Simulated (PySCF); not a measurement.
CH3AlCl2, SMILES [Cl][Al]([CH3])[Cl]. Atoms are numbered in the order given.

```xyz
7

Al     0.2700    -0.1007     0.1815
Cl    -1.4530    -1.2991     0.0201
Cl     0.2179     1.7568    -0.8079
C      1.8338    -0.6796     1.1643
H      2.3082     0.1619     1.6941
H      2.5824    -1.0867     0.4624
H      1.5920    -1.4703     1.8914
```
Charge 0, spin multiplicity 1.

The structure is a stationary point at B3LYP-D3(BJ)/def2-SVP.

The numbers are results of PBE0/pcSseg-1 run with PySCF, not measurements.

GIAO shieldings, no solvent; atoms listed in one row are averaged. δ = σ(ref) − σ: ³⁵Cl against HCl (σ = 945.9 ppm); ¹³C against TMS (σ = 186.3 ppm); ¹H against TMS (σ = 31.56 ppm), references at their B3LYP-D3(BJ)/def2-TZVP geometries, non-relativistic (without spin–orbit terms, shifts of atoms bonded to Cl or Br come out too high).

Computed chemical shifts:
```
nucleus       atoms  count  δ (ppm)
-------  ----------  -----  -------
³⁵Cl            Cl2      1     63.7
³⁵Cl            Cl3      1     61.6
¹³C              C4      1     -6.2
¹H       H5, H6, H7      3     0.31
```
